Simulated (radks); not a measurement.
All-electron atom: Re2+ in [Xe] 4f14 5d5. Method: Dirac Kohn-Sham, PBEsol, spin-unpolarised, spherical densities, finite nucleus; open shells fill j = l - 1/2 first; Fermi nuclear charge, rms radius 5.3698 fm; computed with a radial shooting solver on a logarithmic mesh with Libxc functionals. Some entries of the table are withheld. Estimate them.

orbital  occ.  eigenvalue (Ry)  r(max) (bohr)  <r> (bohr)
1s1/2       2        -5256.789        0.01124     0.01805
2s1/2       2        -911.8409            (1)     0.07561
2p1/2       2        -872.8356        0.04803     0.06247
2p3/2       4        -767.0858        0.05497     0.07055
3s1/2       2        -211.9882            (2)      0.1970
3p1/2       2        -194.5194         0.1705      0.1870
3p3/2       4        -171.5577         0.1848      0.2019
3d3/2       4        -142.1138         0.1445      0.1765
3d5/2       6        -137.1276         0.1485      0.1811
4s1/2       2        -45.14751         0.4132      0.4406
4p1/2       2        -37.85293         0.4125      0.4451
4p3/2       4        -32.48908         0.4424      0.4786
4d3/2       4        -20.48946         0.4382      0.4935
4d5/2       6        -19.49824         0.4476      0.5049
5s1/2       2         -7.43982         0.9388       1.038
5p1/2       2         -5.23436          1.004       1.138
5p3/2       4         -4.42708          1.087       1.240
4f5/2       6         -4.39121         0.4141      0.5763
4f7/2       8         -4.20655         0.4190      0.5852
5d3/2       4         -1.60062          1.388       1.754
5d5/2       1         -1.52877          1.430       1.811

Answer. 
(1) 2s1/2 r(max) (bohr): 0.06475
(2) 3s1/2 r(max) (bohr): 0.1823
